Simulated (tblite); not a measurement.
Isomers of C6H10FNS. Method: GFN2-xTB as coded in tblite; computed harmonic values from a numerical Hessian at the method's own geometry, unscaled. The method is semi-empirical: single wavenumbers can be off by several per cent or more. Modes of hydrogen on sulfur can be 10 to 20 % off. One conformer each.

Electronic energies: GFN2-xTB at the same geometries; isomer energies are rough at this level and their order can be wrong.

| SMILES | electronic energy, lowest = 0 (kcal/mol) |
| --- | --- |
| C[C@@H]1C=NC[C@H](F)[C@@H]1S | 0.0 |
| C=C[C@](C)(F)C(=S)NC | 13.1 |
| CSC1=C(F)N(C)CC1 | 4.5 |
| [H]/N=C/[C@@H](C)/C(=C/F)SC | 37.5 |

Question: How do GFN2-xTB zero-point energies change the relative energies?

Answer: 
| SMILES | ZPE (kcal/mol) | of it from modes above 1550 cm⁻¹ | electronic (kcal/mol) | with ZPE, lowest = 0 (kcal/mol) | lowest mode (cm⁻¹) | rings |
| --- | --- | --- | --- | --- | --- | --- |
| C[C@@H]1C=NC[C@H](F)[C@@H]1S | 94.1 | 44.4 | 0.0 | 0.0 | 80 | 1 |
| CSC1=C(F)N(C)CC1 | 94.3 | 45.1 | 4.5 | 4.7 | 13 | 1 |
| C=C[C@](C)(F)C(=S)NC | 93.2 | 46.6 | 13.1 | 12.2 | 30 | 0 |
| [H]/N=C/[C@@H](C)/C(=C/F)SC | 92.7 | 48.5 | 37.5 | 36.1 | 25 | 0 |

The zero-point energies span 1.6 kcal/mol, from `[H]/N=C/[C@@H](C)/C(=C/F)SC` to `CSC1=C(F)N(C)CC1`. The order is unchanged.

Question: What do entropy and thermal enthalpy add at 298.15 K and 1 bar (rigid rotor, harmonic oscillator, one conformer each)?

Answer: 
| SMILES | point group | symmetry number | S (cal/(mol K)) | H − H(0) (kcal/mol) | ZPE + H − H(0) − TS (kcal/mol) |
| --- | --- | --- | --- | --- | --- |
| C[C@@H]1C=NC[C@H](F)[C@@H]1S | C1 | 1 | 93.7 | 6.43 | 72.6 |
| C=C[C@](C)(F)C(=S)NC | C1 | 1 | 105.7 | 7.66 | 69.4 |
| [H]/N=C/[C@@H](C)/C(=C/F)SC | C1 | 1 | 107.1 | 7.76 | 68.5 |

Not tabulated: `CSC1=C(F)N(C)CC1` (lowest mode only 13 cm⁻¹).
